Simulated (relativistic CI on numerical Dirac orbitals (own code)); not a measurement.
**Tm²⁺ (4f13) in a crystal field**

Calculated by Dirac-Coulomb-Breit CI, KLI orbitals optimised for each configuration, QED by a radiative potential, one configuration in a parametric crystal field, unscaled Slater integrals (own radial code).

Field parameters in Wybourne normalisation; cubic f-shell fields have B⁴₄ = √(5/14) B⁴₀ and B⁶₄ = −√(7/2) B⁶₀. The field is a parameter set, without covalency.

S is read from ⟨S²⟩ = S(S + 1).

Levels (cm⁻¹, degeneracy): 0 (2), 237 (2), 270 (4), 8989 (4), 9122 (2).

Question: Which field gives this pattern?
A. Oh, B40 = -930, B60 = -520 cm⁻¹
B. Oh, B40 = 470, B60 = 480 cm⁻¹
C. Oh, B40 = -1150, B60 = -300 cm⁻¹

Answer: B. Oh, B40 = 470, B60 = 480 cm⁻¹, ground level with S = 0.50.
